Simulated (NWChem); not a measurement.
InH₃O₂; SMILES [OH][InH][OH]

Results from NWChem. def2 effective core potentials on In; no spin-orbit coupling. Each level has its own optimisation; frequencies are unscaled. One conformer.

```
level                                                 r H–In (Å)  r H–O (Å)  highest harmonic frequency (cm⁻¹)  lowest (cm⁻¹)  zero-point energy (kcal/mol)
----------------------------------------------------  ----------  ---------  ---------------------------------  -------------  ----------------------------
Hartree-Fock/STO-3G (all-electron, non-relativistic)       1.562      0.985                               4237            166                          22.5
Hartree-Fock/3-21G (all-electron, non-relativistic)        1.748      0.960                               3961            184                          20.4
PBE0/def2-SVP (core potentials)                            1.705      0.964                               3900            141                          20.2
```
